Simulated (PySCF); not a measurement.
GeH6O2Si.
Structure used (PBE0-D3(BJ)/def2-SVP), in Å, numbered top down from 1:
```xyz
10
GeH6O2Si angstrom
O     -1.462   -0.961   -0.883
Si    -0.665   -0.120    0.304
O     -1.269    1.433    0.324
Ge     1.622   -0.164   -0.327
H     -2.421   -0.882   -0.886
H     -0.880   -0.718    1.664
H     -1.326    1.877    1.174
H      1.804    0.415   -1.741
H      2.195   -1.593   -0.302
H      2.453    0.693    0.650
```

Method used: PBE0-D3(BJ)/def2-SVP geometry optimisation, gas phase in PySCF 2.14.0.

Masses are those of the commonest isotopes; rigid-rotor values at the optimised geometry. The values belong to one conformer with, in the numbering `[OH:1][SiH:2]([OH:3])[GeH3:4]`, H–O1–Si2–O3 -48°, O1–Si2–O3–H 146°.

(1) Give the principal moments of inertia and the rotational constants in GHz.

(2) What kind of rotor is it?

(3) What does the inertial defect say?

(4) Which lines would a microwave search look for?

Answers

(1) Ia = 81.62, Ib = 283.65, Ic = 336.27 u·Å²; 505379 MHz·u·Å²/I gives 6192, 1782 and 1503 MHz, that is A = 6.1918, B = 1.7817, C = 1.5029 GHz.

(2) An asymmetric top: κ = (2 × 1782 − 6192 − 1503)/(6192 − 1503) = -0.88.

(3) Not planar: Δ = Ic − Ia − Ib = -29.00 u·Å². For a rigid frame Δ = −2 Σ m c², so Σ m c² = 14.50 u·Å² lies off the ab plane: 6.78 from hydrogen and 7.72 from heavier atoms. The atom farthest from that plane is 1.87 Å away.

(4) The dipole components are |μa| = 1.73 D, |μb| = 1.13 D, |μc| = 1.18 D. The squared components, which scale the intensities, stand as 1.00 : 0.42 : 0.47 (a : b : c). Some of the stronger lines:

```json
{"type": "a", "branch": "Q", "J(Ka,Kc)": "2(1,1) ← 2(1,2)", "MHz": "836", "lower level (cm⁻¹)": "0.466"}
{"type": "a", "branch": "Q", "J(Ka,Kc)": "3(1,2) ← 3(1,3)", "MHz": "1672", "lower level (cm⁻¹)": "0.781"}
{"type": "a", "branch": "R", "J(Ka,Kc)": "1(0,1) ← 0(0,0)", "MHz": "3285", "lower level (cm⁻¹)": "0.000"}
{"type": "c", "branch": "Q", "J(Ka,Kc)": "3(1,3) ← 3(0,3)", "MHz": "3769", "lower level (cm⁻¹)": "0.655"}
{"type": "c", "branch": "Q", "J(Ka,Kc)": "2(1,2) ← 2(0,2)", "MHz": "4144", "lower level (cm⁻¹)": "0.328"}
{"type": "b", "branch": "Q", "J(Ka,Kc)": "2(1,1) ← 2(0,2)", "MHz": "4981", "lower level (cm⁻¹)": "0.328"}
{"type": "b", "branch": "R", "J(Ka,Kc)": "3(0,3) ← 2(1,2)", "MHz": "5659", "lower level (cm⁻¹)": "0.466"}
{"type": "b", "branch": "R", "J(Ka,Kc)": "1(1,1) ← 0(0,0)", "MHz": "7695", "lower level (cm⁻¹)": "0.000"}
{"type": "a", "branch": "R", "J(Ka,Kc)": "3(2,2) ← 2(2,1)", "MHz": "9854", "lower level (cm⁻¹)": "0.936"}
{"type": "a", "branch": "R", "J(Ka,Kc)": "3(1,2) ← 2(1,1)", "MHz": "10264", "lower level (cm⁻¹)": "0.494"}
{"type": "c", "branch": "Q", "J(Ka,Kc)": "2(2,1) ← 2(1,1)", "MHz": "13230", "lower level (cm⁻¹)": "0.494"}
{"type": "b", "branch": "Q", "J(Ka,Kc)": "2(2,0) ← 2(1,1)", "MHz": "13243", "lower level (cm⁻¹)": "0.494"}
{"type": "b", "branch": "Q", "J(Ka,Kc)": "2(2,1) ← 2(1,2)", "MHz": "14067", "lower level (cm⁻¹)": "0.466"}
{"type": "b", "branch": "Q", "J(Ka,Kc)": "3(2,2) ← 3(1,3)", "MHz": "14493", "lower level (cm⁻¹)": "0.781"}
{"type": "b", "branch": "R", "J(Ka,Kc)": "2(2,1) ← 1(1,0)", "MHz": "20078", "lower level (cm⁻¹)": "0.266"}
{"type": "c", "branch": "R", "J(Ka,Kc)": "3(2,1) ← 2(1,1)", "MHz": "23148", "lower level (cm⁻¹)": "0.494"}
{"type": "c", "branch": "R", "J(Ka,Kc)": "3(2,2) ← 2(1,2)", "MHz": "23920", "lower level (cm⁻¹)": "0.466"}
{"type": "b", "branch": "R", "J(Ka,Kc)": "3(2,1) ← 2(1,2)", "MHz": "23984", "lower level (cm⁻¹)": "0.466"}
{"type": "c", "branch": "R", "J(Ka,Kc)": "3(3,1) ← 2(2,1)", "MHz": "32609", "lower level (cm⁻¹)": "0.936"}
{"type": "b", "branch": "R", "J(Ka,Kc)": "3(3,0) ← 2(2,1)", "MHz": "32610", "lower level (cm⁻¹)": "0.936"}
```

No PBE0-D3(BJ)/def2-SVP frequencies stand behind this structure, so it isn't proved a minimum. These are rigid-rotor constants of the computed structure; measured ground-state constants (B0) also hold zero-point vibration. A rigid rotor knows nothing of internal rotation, which can split or shift real lines.

Hardware: Arm Neoverse V1, one thread, shared host with 32 logical CPUs at a one-minute load of 30. Cost: 93 s wall, 0.45 GiB resident at most. These figures are those of the optimisation.
